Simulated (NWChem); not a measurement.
A series in which one site is exchanged, each optimised at PBE0/def2-SVP with NWChem, gas phase unless a solvent is named. All stand in one matching conformer (torsions within 35°), which need not be the lowest. 

A: [OH][Ga]([OH])[Cl] (GaH2O2Cl; site = Ga)
B: [OH][Al]([OH])[Cl] (AlH2O2Cl; site = Al)
C: OB(O)Cl (BH2O2Cl; site = B)

### Question
Rank them by orbital gap (eV), PBE0/def2-SVP, lowest first.

### Answer
A (7.95), B (8.50), C (10.29)
